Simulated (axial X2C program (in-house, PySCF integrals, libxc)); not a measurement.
**MoBr⁺: properties at the nuclei**

Calculated with an axial X2C code built on PySCF integrals: two-component X2C with atomic mean-field Coulomb and Gaunt terms, Gaussian nuclei, basis Mo dyall-cv3z, Br dyall-cv3z with contracted cores.

R = 2.335 Å (near the PBE0 minimum at charge 1 of the determinant lowest at the starting distance; the state shown can have its own minimum elsewhere).

Determinant lowest in the PBE0 search, Ω = 1 (⟨Sz⟩ = 2.00, ⟨Lz⟩ = -1.00 at PBE0), spin on the atoms Mo 2.11, Br -0.11:

```json
{"level": "PBE0", "Eeff magnitude (GV/cm)": "2.62", "Ws magnitude Mo (kHz)": "0.968", "Ws magnitude Br (kHz)": "0.18", "A∥/gI Mo (MHz)": "280", "qzz Mo (a.u.)": "-0.12", "A∥/gI Br (MHz)": "-441", "qzz Br (a.u.)": "0.76"}
{"level": "BHandHLYP", "Eeff magnitude (GV/cm)": "2.68", "Ws magnitude Mo (kHz)": "1.02", "Ws magnitude Br (kHz)": "0.133", "A∥/gI Mo (MHz)": "79.1", "qzz Mo (a.u.)": "-0.35", "A∥/gI Br (MHz)": "-366", "qzz Br (a.u.)": "0.86"}
{"level": "BP86", "Eeff magnitude (GV/cm)": "2.1", "Ws magnitude Mo (kHz)": "0.761", "Ws magnitude Br (kHz)": "0.147", "A∥/gI Mo (MHz)": "585", "qzz Mo (a.u.)": "0.24", "A∥/gI Br (MHz)": "-440", "qzz Br (a.u.)": "0.93"}
{"level": "PBE50", "Eeff magnitude (GV/cm)": "2.98", "Ws magnitude Mo (kHz)": "1.11", "Ws magnitude Br (kHz)": "0.198", "A∥/gI Mo (MHz)": "34.7", "qzz Mo (a.u.)": "-0.42", "A∥/gI Br (MHz)": "-424", "qzz Br (a.u.)": "0.68"}
```

Eeff is the effective electric field on the electron electric dipole moment in this Ω state and Ws the scalar–pseudoscalar constant of the nucleus named (defined with the proton number Z and per Ω); A∥ (defined per Ω) follows by multiplying with gI = μI/(I μN); qzz is the electric field gradient, eQq0 = 234.96 MHz × Q/barn × qzz. The operators were transformed with the bare-nucleus X2C matrices; with these basis sets, hyperfine constants and field gradients can be off by tens of per cent, and where levels differ in sign neither size nor sign is settled.

(1) With gI(79Br) = 1.4043, Q(79Br) = 0.3087 barn (g factors from the IAEA table of nuclear moments by Stone; Q from Pyykkö, Mol. Phys. 2018), turn the PBE0 values of the first state into constants in MHz.

Each state is one determinant with collinear spin, which with several unpaired electrons need not be a pure state. With several open shells hyperfine constants can be off by a factor of several. Open-shell Ω = 0 determinants with evenly filled partner blocks cannot be reached by this program, so the Ω shown need not be the lowest component. Left out as unconverged or as another state under the same occupation: HF in at least one table. At BHandHLYP, PBE50 a later determinant lies lower. States lie within half an eV, so the first need not be the ground state. Further determinants of the search, some of them spin-mixed, are not shown. Where a field gradient or hyperfine factor spreads by more than a factor of two over the levels, a constant derived from it is not to be relied on.

## Answers

(1) A∥(79Br) = -441 × 1.4043 = -619 MHz; eQq0(79Br) = 234.96 × (0.3087) × (0.76) = 55.1 MHz.
